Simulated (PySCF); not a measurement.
CuF, SMILES [F][Cu], multiplicity 1.

Geometry: PBE0-D3(BJ)/def2-TZVPD. The multiplicity is an assumed one; other spin states were not compared.

Level of theory: B3LYP/def2-TZVPD (PySCF).

Gas-phase values at a fixed geometry.

```json
{
  "total_energy": "-1740.45995 hartree",
  "point_group": "C∞v",
  "highest_occupied_level": "-7.38 eV",
  "lowest_empty_level": "-3.52 eV",
  "orbital_gap": "3.86 eV",
  "dipole_moment": "5.16 D",
  "quadrupole, principal values (traceless, Buckingham form, about the centre of nuclear charge)": "-2.03, 1.01, 1.01 D·Å",
  "mean_static_polarisability": "22.4 bohr³ (3.32 Å³)",
  "polarisability_principal_values": "21.3, 21.3, 24.6 bohr³"
}
```
